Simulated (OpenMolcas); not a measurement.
# Cu5+: Racah parameters, the spin-orbit constant, worked from levels

```yaml
Program: OpenMolcas
Basis: ANO-RCC-VTZP [6s5p3d2f1g]
Scalar_Hamiltonian: DKH2, point nucleus
Active_space: 6 electrons in 10 orbitals (3d 4d)
State_averaging: 2S+1 = 5 even, 5 roots; 2S+1 = 3 even, 45 roots; 2S+1 = 1 even, 44 roots
Spin-orbit_coupling: RASSI with atomic mean-field integrals over the reference wave functions, term energies averaged over their components
```

Methods: CASSCF; MS-CASPT2, IPEA 0.25 Eh, imaginary shift 0.1 Eh (closed shells correlated: 3s 3p). Measured levels: Sugar and Musgrove, J. Phys. Chem. Ref. Data 19, 527 (1990).

**Racah parameters.** Above 5D, d6 has 3G at 9B + 4C, 3H at 4B + 4C and 3D at 16B + 4C. The first two fix B and C, and the third tests them; where it misses by thousands of cm-1, two parameters do not describe the configuration (Trees and configuration-interaction terms are left out) and B and C hang on the terms chosen. Term energies are centres of gravity, weighted by 2J + 1.

| Source | 3G | 3H | B | C | C/B | 3D from B, C | 3D found |
| --- | --- | --- | --- | --- | --- | --- | --- |
| CASSCF | 40385 | 31570 | 1763 | 6130 | 3.48 | 52728 | 51410 |
| MS-CASPT2 | 37931 | 30633 | 1460 | 6199 | 4.25 | 48156 | 46739 |
| measured | 36998 | 29712 | 1457 | 5971 | 4.10 | 47196 |  |

Energies in cm-1. From CASSCF to MS-CASPT2, B changes by -17.2 % and C by +1.1 %. Against the measured terms, MS-CASPT2 has B off by +0.2 % and C by +3.8 %.

**The spin-orbit constant.** For the Hund term 5D of d6, E(J) = (A/2) J(J+1) + constant and ζ = -2S·A = -4A. From J = 0 to J = 4 the energy changes by 10 A.

| Source | E(4) - E(0) | A | ζ |
| --- | --- | --- | --- |
| CASSCF | -2550.2 | -255.0 | 1020 |
| MS-CASPT2 | -2536.3 | -253.6 | 1015 |
| measured | -2733.4 | -273.3 | 1093 |

All in cm-1. MS-CASPT2 is off by -7.2 % and CASSCF by -6.7 %. Both methods take the spin-orbit matrix elements from the reference wave functions, so the second can move ζ only through the term energies and any multistate remixing. Second-order mixing with other terms is absorbed into this ζ.

CASPT2 breaks the degeneracy within a term, and the mean is taken; among the terms shown or strongly mixed into the levels shown the widest spread is 240 cm-1 (3d6 3G, MS-CASPT2). Active for correlation alone: 4d; no level in the range computed is led by a configuration that fills it, so any true level of that kind is missing. Without dynamic correlation excited terms often stand tens of per cent too high (terms of higher spin than the ground term too low), and those without a measured partner can miss by more than the paired ones (holds for CASSCF). Computed and measured levels are paired by configuration, term and J; levels that our copy of the source lacks, or whose pairing is in doubt (as where it misses far off the trend of its configuration), stay unpaired and out of the deviations. Only configurations of the active space appear.
